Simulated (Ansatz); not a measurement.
Start from `[F][Sn]([F])([I])[I]` and change one atom or group to get `[F][SnH]([F])[I]`.

Ansatz, PBE0-D4/def2-TZVP geometries, multiplicity 1. 

Elements past krypton have def2 core potentials.

| property | `[F][Sn]([F])([I])[I]` |
| --- | --- |
| LUMO energy (ωB97M-V/def2-TZVPP) / eV | -1.60 |
| size of the dipole moment (B3LYP/def2-TZVPP) / D | 2.85 |
| HOMO energy (PBE/def2-TZVPP) / eV | -7.32 |
| size of the dipole moment (PBE/def2-TZVPP) / D | 2.66 |
| HOMO energy (ωB97M-V/def2-TZVPP) / eV | -10.60 |
| HOMO–LUMO gap (B3LYP/def2-TZVPP) / eV | 4.48 |

(1) What does the change do to each property? (An estimate is asked.)

Answers

(1) The calculation gave: 
```tsv
property	`[F][SnH]([F])[I]`	shift
LUMO energy (ωB97M-V/def2-TZVPP) / eV	-0.50	1.10
size of the dipole moment (B3LYP/def2-TZVPP) / D	2.98	0.13
HOMO energy (PBE/def2-TZVPP) / eV	-7.31	0.01
size of the dipole moment (PBE/def2-TZVPP) / D	2.78	0.12
HOMO energy (ωB97M-V/def2-TZVPP) / eV	-10.63	-0.03
HOMO–LUMO gap (B3LYP/def2-TZVPP) / eV	5.48	1.00
```

Dipoles are sizes alone; their direction can turn.

B3LYP here is the variant with VWN-RPA as its local correlation; programs differ in this.

Spin–orbit coupling is left out; it splits and shifts lone-pair levels of the heavy atoms by tenths of an eV.
